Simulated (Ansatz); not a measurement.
`C[NH][AlH][F]` at its PBE0-D4/def2-TZVP geometry, where that method's forces vanish. The species carries charge 0 and has multiplicity 1.

```xyz
9

C    -1.1393   -0.1443   -0.5835
N     0.1669    0.4272   -0.3301
Al    1.3182   -0.0590    0.9065
F     2.7513    0.7578    0.9905
H    -1.2194   -0.5697   -1.5905
H    -1.3366   -0.9545    0.1236
H    -1.9448    0.5895   -0.4647
H     0.3847    1.1818   -0.9633
H     1.0190   -1.2288    1.9115
```

Task: What forces (eV/Å) does B3LYP-D4/def2-TZVPP give on these atoms in the Gaussian-basis code of Ansatz? (Estimate.)

Result: Computed: 
```
C1  -0.298 -0.134 -0.054
N2   0.196  0.106  0.017
Al3 -0.070 -0.152  0.110
F4   0.123  0.068  0.009
H5  -0.008  0.021  0.044
H6   0.000  0.040 -0.042
H7   0.029 -0.038 -0.013
H8   0.010  0.011 -0.005
H9   0.019  0.077 -0.066
```

B3LYP here is the variant with VWN-RPA as its local correlation; programs differ in this.
